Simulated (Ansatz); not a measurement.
Species: WO$_{2}$, charge 0, multiplicity 3. This is an excited triplet: at this geometry the singlet lies 0.23 eV lower at RI-MP2/CBS(def2-TZVPPD,def2-QZVPPD)+[CCSD(T)-MP2]/def2-TZVPPD. 
Structure (B3LYP-D3(BJ)/def2-TZVP (Ansatz, a first-principles code) minimum search):
```xyz
3

W      0.0977    -0.0895     0.1027
O      0.6599     0.6163    -1.3558
O     -1.5635     0.2113     0.4055
```
Charge 0, spin multiplicity 3.

Basis-set convergence of Hartree-Fock and CCSD(T) correlation energies (hartree) with Ansatz. Correlated levels leave the core frozen unless marked. UHF or UKS for open shells. No spin-orbit coupling. Frozen are the shells of the preceding noble gas and the d and f shells that filled before the atom's block. Past Kr the def2 sets carry scalar-relativistic core potentials.

| basis | functions | E(HF) | E(corr, CCSD(T)) |
|---|---|---|---|
| def2-SVP | 60 | -215.95873 | -0.57066 |
| def2-TZVPP | 118 | [?] | [?] |

Question: Complete the blanks.

Answer: 
- def2-TZVPP, E(HF): -216.18685
- def2-TZVPP, E(corr, CCSD(T)): -0.69492
